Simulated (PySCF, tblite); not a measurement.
Isomers of C6H13ClOSi. Calculated harmonic vibrations of the isolated species, GFN2-xTB (tblite), most abundant isotopes, no scaling. Against measured fundamentals such values can be off by several per cent, at times by over 20. Modes of hydrogen on silicon can be 10 to 20 % off. One conformer each.

Electronic energies: PBE0/pcSseg-1 single points on the GFN2-xTB geometries (PySCF, gas phase).

| SMILES | electronic energy, lowest = 0 (kcal/mol) |
| --- | --- |
| C=C(C)[Si@@H](Cl)[C@H](C)OC | 24.2 |
| CC[Si@@H]1CC[C@H](Cl)CO1 | 0.0 |
| C=C[C@@H](Cl)[Si@@H](O)CCC | 14.1 |
| CC(C)O[SiH2]C/C=C/Cl | 26.2 |
| [SiH3]C[C@@H]1CC[C@@H](Cl)CO1 | 33.9 |
| C=C(OC)[Si@H](Cl)CCC | 17.1 |

Q: How do GFN2-xTB zero-point energies change the relative energies?

A: 
```json
{"SMILES": "CC[Si@@H]1CC[C@H](Cl)CO1", "ZPE (kcal/mol)": "113.1", "of it from modes above 1550 cm⁻¹": "54.2", "electronic (kcal/mol)": "0.0", "with ZPE, lowest = 0 (kcal/mol)": "0.0", "lowest mode (cm⁻¹)": "38", "rings": "1"}
{"SMILES": "C=C[C@@H](Cl)[Si@@H](O)CCC", "ZPE (kcal/mol)": "109.9", "of it from modes above 1550 cm⁻¹": "58.5", "electronic (kcal/mol)": "14.1", "with ZPE, lowest = 0 (kcal/mol)": "11.0", "lowest mode (cm⁻¹)": "27", "rings": "0"}
{"SMILES": "C=C(OC)[Si@H](Cl)CCC", "ZPE (kcal/mol)": "110.7", "of it from modes above 1550 cm⁻¹": "57.2", "electronic (kcal/mol)": "17.1", "with ZPE, lowest = 0 (kcal/mol)": "14.8", "lowest mode (cm⁻¹)": "23", "rings": "0"}
{"SMILES": "C=C(C)[Si@@H](Cl)[C@H](C)OC", "ZPE (kcal/mol)": "110.0", "of it from modes above 1550 cm⁻¹": "57.1", "electronic (kcal/mol)": "24.2", "with ZPE, lowest = 0 (kcal/mol)": "21.1", "lowest mode (cm⁻¹)": "25", "rings": "0"}
{"SMILES": "CC(C)O[SiH2]C/C=C/Cl", "ZPE (kcal/mol)": "108.9", "of it from modes above 1550 cm⁻¹": "56.4", "electronic (kcal/mol)": "26.2", "with ZPE, lowest = 0 (kcal/mol)": "22.0", "lowest mode (cm⁻¹)": "17", "rings": "0"}
{"SMILES": "[SiH3]C[C@@H]1CC[C@@H](Cl)CO1", "ZPE (kcal/mol)": "110.1", "of it from modes above 1550 cm⁻¹": "51.9", "electronic (kcal/mol)": "33.9", "with ZPE, lowest = 0 (kcal/mol)": "30.9", "lowest mode (cm⁻¹)": "54", "rings": "1"}
```

The zero-point energies span 4.2 kcal/mol, from `CC(C)O[SiH2]C/C=C/Cl` to `CC[Si@@H]1CC[C@H](Cl)CO1`. The order is unchanged.

Q: And how do the electronic energies of GFN2-xTB itself compare?

A: `CC[Si@@H]1CC[C@H](Cl)CO1` 0.0; `C=C[C@@H](Cl)[Si@@H](O)CCC` 25.5; `C=C(OC)[Si@H](Cl)CCC` 28.3; `C=C(C)[Si@@H](Cl)[C@H](C)OC` 34.6; `CC(C)O[SiH2]C/C=C/Cl` 12.0; `[SiH3]C[C@@H]1CC[C@@H](Cl)CO1` 20.4 kcal/mol, lowest = 0. Against the energies above, taken from the same isomer `CC[Si@@H]1CC[C@H](Cl)CO1`, the largest difference is 14.2 kcal/mol.

Q: What do entropy and thermal enthalpy add at 298.15 K and 1 bar (rigid rotor, harmonic oscillator, one conformer each)?

A: 
```tsv
SMILES	point group	symmetry number	S (cal/(mol K))	H − H(0) (kcal/mol)	ZPE + H − H(0) − TS (kcal/mol)
CC[Si@@H]1CC[C@H](Cl)CO1	C1	1	104.2	7.47	89.5
C=C[C@@H](Cl)[Si@@H](O)CCC	C1	1	117.1	8.90	83.9
[SiH3]C[C@@H]1CC[C@@H](Cl)CO1	C1	1	100.6	7.15	87.2
```

Not tabulated: `C=C(OC)[Si@H](Cl)CCC` (lowest mode only 23 cm⁻¹); `C=C(C)[Si@@H](Cl)[C@H](C)OC` (lowest mode only 24 cm⁻¹); `CC(C)O[SiH2]C/C=C/Cl` (lowest mode only 17 cm⁻¹).
